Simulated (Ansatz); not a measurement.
Consider the redistribution: `C=N[SiH2]S` + `BCS` → `SC[SiH2]S` + `BN=C`.

Program: Ansatz. Geometries: PBE0-D4/def2-TZVP. ΔE: electronic, gas phase. CCSD(T)/CBS is the MP2 limit (def2-TZVPP, def2-QZVPP) plus CCSD(T) − MP2 in def2-TZVPP, frozen cores. Each species was taken in one conformer, which may not be the lowest.

| species | CCSD(T)/CBS(def2) energy (Eh) |
| --- | --- |
| `C=N[SiH2]S` | -782.63012 |
| `BCS` | -463.59975 |
| `SC[SiH2]S` | -1126.32104 |
| `BN=C` | -119.93970 |

(1) Work out ΔE.

Largest T1 diagnostic among the species: 0.016.

Answers

(1) ΔE = (-1126.32104) + (-119.93970) − (-782.63012) − (-463.59975) = -0.03087 Eh = -81.0 kJ/mol.

From PBE to PBE0 (25 % exact exchange), in def2-TZVPP and without D4, ΔE moves by +10.9 kJ/mol. Leaving LDA and LC-ωPBE aside and taking each functional with its dispersion term where it has one, the values, not all of them listed here, spread over 26.1 kJ/mol, from PBE-D4 to ωB97X-V. LDA lies −17.2 kJ/mol from PBE without D4. The D4 term adds −4.1 kJ/mol with B3LYP and −2.3 kJ/mol with PBE0; it sums over pairs of atoms, weighted by their polarisabilities, and B3LYP, whose exchange is more repulsive, gets the larger term.

B3LYP here is the variant with VWN-RPA as its local correlation; programs differ in this.
